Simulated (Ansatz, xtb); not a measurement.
Ranking isomers of Ge2H9NSi

4 gas-phase structures of Ge2H9NSi, from a drawn sample of its isomers (lower ones may exist). Each was relaxed with GFN2-xTB; where two conformers were screened, the lower at r2SCAN-D4/def2-SVP is listed:

A. `N[SiH2][GeH2][GeH3]`, a singlet
B. `[NH2][GeH2][GeH2][SiH3]`, a singlet
C. `[SiH3][NH][GeH2][GeH3]`, a singlet
D. `N[SiH]([GeH3])[GeH3]`, a singlet

Question: Make a reasoned guess at their ranking by r2SCAN-D4/def2-SVP single-point energy.

Answer: Calculated order at r2SCAN-D4/def2-SVP: A (0.0), C (3.9), D (5.0), B (9.5) kcal/mol.

Energies above the lowest of each column, in kcal/mol; the last columns are at PBE0-D3(BJ)/def2-SVP geometries:

| structure | GFN2-xTB | HF/STO-3G | r2SCAN-D4/def2-SVP | PBE0-D3(BJ)/def2-SVP | CCSD(T)/def2-SVP + ΔMP2/def2-TZVPP |
| --- | --- | --- | --- | --- | --- |
| A | 8.0 | 1.5 | 0.0 | 0.0 | 0.0 |
| C | 0.0 | 0.0 | 3.9 | 4.3 | 1.6 |
| D | 13.5 | 5.3 | 5.0 | 3.3 | 4.5 |
| B | 14.4 | 4.8 | 9.5 | 8.6 | 9.4 |

CCSD(T)/def2-SVP + ΔMP2/def2-TZVPP puts A lowest; GFN2-xTB picks C, HF/STO-3G picks C. Flexible structures stand in one conformer each, not always the lowest. C keeps a small imaginary mode. ΔMP2 is the change of the MP2 energy from the smaller to the larger basis.

Over these structures GFN2-xTB departs from r2SCAN-D4/def2-SVP by 4.1 kcal/mol on average once a common shift is removed. A GFN2-xTB relaxation took about 0.11 s and the r2SCAN-D4/def2-SVP energy about 1.2 s on a shared host (Ansatz 0.2.0, xtb 6.7.1).
